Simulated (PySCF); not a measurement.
**Bonding in `Cc1cpc(C)c(C#N)p1`**

Species: C₇H₇NP₂.
Atom-mapped SMILES: `[CH3:1][c:2]1[cH:3][p:4][c:5]([CH3:6])[c:7]([C:8]#[N:9])[p:10]1` (hydrogens: H11, H12, H13 on C1; H14 on C3; H15, H16, H17 on C6)

Cartesian coordinates in Å at the GFN2-xTB level; atoms count from 1:
```
atom  x, y, z in Å
C1     3.1313   -0.2028    0.6861
C2     1.6887   -0.0752    0.2770
C3     1.4084    0.3286   -1.0069
P4    -0.1096    0.5774   -1.8127
C5    -1.2877    0.1806   -0.5863
C6    -2.7267    0.3030   -1.0038
C7    -1.0083   -0.2284    0.7118
C8    -2.1097   -0.5005    1.5574
N9    -2.9998   -0.7203    2.2476
P10    0.5288   -0.4730    1.5239
H11    3.6333   -0.9539    0.0760
H12    3.2130   -0.4961    1.7318
H13    3.6538    0.7436    0.5476
H14    2.2658    0.5325   -1.6449
H15   -3.2374   -0.6563   -0.9109
H16   -3.2540    1.0135   -0.3660
H17   -2.7968    0.6393   -2.0376
```

Bond orders from the PBE0/pcSseg-1 density (PySCF). Geometry: GFN2-xTB; no solvent, vibrations or thermal averaging.

Question: How far do the computed orders between heavy atoms stray from the drawn ones?

Answer: The largest departure is 0.249, at C7–P10 (drawn aromatic, 1.251), counting aromatic bonds as 1.5. The bonds drawn aromatic range from 1.25 to 1.45.

Question: Give the Mayer order of every bond between heavy atoms, beside its length.

Answer: 
```
  bond  drawn as  length (Å)  Mayer order
 C1–C2    single       1.505        1.059
 C2–C3  aromatic       1.375        1.453
 C3–P4  aromatic       1.737        1.320
 P4–C5  aromatic       1.746        1.293
 C5–C6    single       1.503        1.102
 C5–C7  aromatic       1.389        1.365
 C7–C8    single       1.415        1.058
 C8–N9    triple       1.148        2.993
C7–P10  aromatic       1.756        1.251
P10–C2  aromatic       1.749        1.268
```

By pair of heavy elements: C–C: lowest C7–C8 and C1–C2 (1.058, 1.415 Å), highest C2–C3 (1.453, 1.375 Å); in 1 of the 10 pairs the longer bond (by over 0.003 Å) has the higher order (by 0.02 or more). C–P: lowest C7–P10 (1.251, 1.756 Å), highest C3–P4 (1.320, 1.737 Å). Bonds named together lie within 0.004.

Question: And the bonds to hydrogen?

Answer: C–H: 0.94 to 0.95 (7 bonds).

Question: Sum the orders of all bonds at each heavy atom with more than one neighbour and set the sums beside the valence in the SMILES.

Answer: C1 3.906 (drawn 4), C2 3.780 (drawn 4), C3 3.715 (drawn 4), P4 2.613 (drawn 3), C5 3.760 (drawn 4), C6 3.913 (drawn 4), C7 3.674 (drawn 4), C8 4.051 (drawn 4), P10 2.519 (drawn 3). Orders between atoms that aren't bonded are not in these sums.

The Mayer order sums products of elements of PS (density times overlap matrix) between the two atoms' basis functions, so it depends on the basis set.
